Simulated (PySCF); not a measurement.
Computed with CAM-B3LYP-D3(BJ)/def2-TZVP (PySCF 2.14.0). Isolated molecules, 0 K electronic values unless said otherwise. One relaxed conformer stands for a flexible species; it need not be the lowest. Delta-SCF ions had no search for a lower state. 

Reference species (SMILES): `[In]([SH])([SH])[SH]` (neutral, multiplicity 1).

```yaml
vertical ionisation energy (Delta-SCF): 9.71 eV
LUMO: -0.79 eV
```

Changed species: `[InH3]` (3 of 3 SH replaced by H; the reference has 0 of 3 SH replaced by H).

Q: Give the shifts of the vertical ionisation energy (Delta-SCF) and LUMO.

A: the vertical ionisation energy (Delta-SCF) rises by 1.00 eV, to 10.71 eV; the LUMO decreases by 0.33 eV, to -1.12 eV.
